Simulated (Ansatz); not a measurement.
Basis-set extrapolation for CH₈O₃Si₂, SMILES `CO[SiH](O)[SiH2]O` (PBE0-D4/def2-TZVP geometry, frozen core, Ansatz 0.2.0). Multiplicity 1, RHF reference.

|  | def2-TZVPP | def2-QZVPP |
| --- | --- | --- |
| HF | -845.255072 | -845.286836 |
| MP2 correlation | -1.132645 | -1.222095 |
| CCSD(T) correlation | -1.221881 | not run |

Energies in hartree. Use E(X) = E(∞) + A·exp(−7.88·√X) for Hartree–Fock and E(X) = E(∞) + B·X^(−2.97) for correlation, with X = 3 and 4, and add CCSD(T) minus MP2 of the smaller set to the MP2 limit.

Problem. What is the CCSD(T) energy at the basis-set limit?

Solution. HF limit: -845.286836 + (-0.031764) × 0.13774 = -845.29121. MP2 limit: -1.222095 + (-0.089450) × 0.74074 = -1.28835. Higher-order term: -1.221881 − (-1.132645) = -0.08924. Total: -846.66880 hartree, 503.7 kJ/mol below CCSD(T)/def2-TZVPP.
